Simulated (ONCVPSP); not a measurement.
**Potentials for N compared**

Generated with ld1.x 7.5 (TM, RRKJ, ultrasoft, PAW), atompaw 4.2 or ONCVPSP 4.0.1. The cutoff is in Ry: for ld1.x and atompaw files where the sum of valence levels is converged to 10 mRy in a Bessel basis, for ONCV files where the hardest occupied wave has 1 mHa per electron of residual kinetic energy. The error is the largest all-electron minus pseudo excitation energy over each file’s own four to seven test configurations (ionisations up to +4, promotions, holes and added fractions of an electron), all of which were solved. The labels leave out finer settings (local radius, basis sizes, second energies), which also bear on the numbers. Spin-polarised tests are not counted. The rows are a selection from randomly drawn settings: files with unsolved tests, undetermined cutoffs or missed reference levels are left out.

A true bound ghost makes a file unfit for plane-wave use even where its test errors are small: the radial tests pick states by their node count and pass the ghost by.

```tsv
potential	cutoff (Ry)	largest error (meV)	bound ghosts
ONCV, Wu-Cohen, scalar-relativistic, rc 1.10/2.35 (sp), local smoothed, core correction yes, reference 2s2 2p2, qcut 7.4/6.7, projectors 2/1	44	+1796	none
ONCV, PBE, scalar-relativistic, rc 0.80/1.50/1.20 (spd), local smoothed, core correction no, reference 2s2 2p3, qcut 9.4/11.4/9.6, projectors 3/2/2	68	+416	s
ONCV, LDA (Perdew-Wang 92), scalar-relativistic, rc 0.90/1.80/1.70 (spd), local smoothed, core correction yes, reference 2s2 2p3, qcut 7.9/7.2/7.4, projectors 3/2/2	55	+1358	s
ONCV, PBE, scalar-relativistic, rc 0.75/2.00 (sp), local smoothed, core correction yes, reference 2s2 2p2.5, qcut 9/6.6, projectors 2/2	60	+414	none
ONCV, PBE, fully relativistic, rc 0.95/2.50/2.15 (spd), local smoothed, core correction no, reference 2s1.75 2p3.25, qcut 4.5/4.4/3.5, projectors 1/1/2	268	+1967	d5/2, d3/2
ONCV, LDA (Perdew-Zunger), scalar-relativistic, rc 1.05/1.60 (sp), local s, core correction yes, reference 2s2 2p1.5, qcut 6.3/9.1, projectors 0/1	89	+637	none
```

Q: Fill in the row for N: ONCV, Wu-Cohen, non-relativistic, rc 1.05/1.80 (sp), local smoothed, core correction yes, reference 2s2 2p3, qcut 6.7/8.1, projectors 2/3.

A: cutoff 59 Ry, largest error +1001 meV, bound ghosts: none.

Q: Fill in the row for N: ONCV, PBEsol, scalar-relativistic, rc 0.85/1.50 (sp), local smoothed, core correction yes, reference 2s2 2p2.5, qcut 8.3/7.7, projectors 2/2.

A: cutoff 59 Ry, largest error +110 meV, bound ghosts: none.

Q: Fill in the row for N: ONCV, LDA (Perdew-Wang 92), scalar-relativistic, rc 0.95/1.35 (sp), local smoothed, core correction yes, reference 2s2 2p3, qcut 8.2/8.7, projectors 2/1.

A: cutoff 59 Ry, largest error +446 meV, bound ghosts: none.
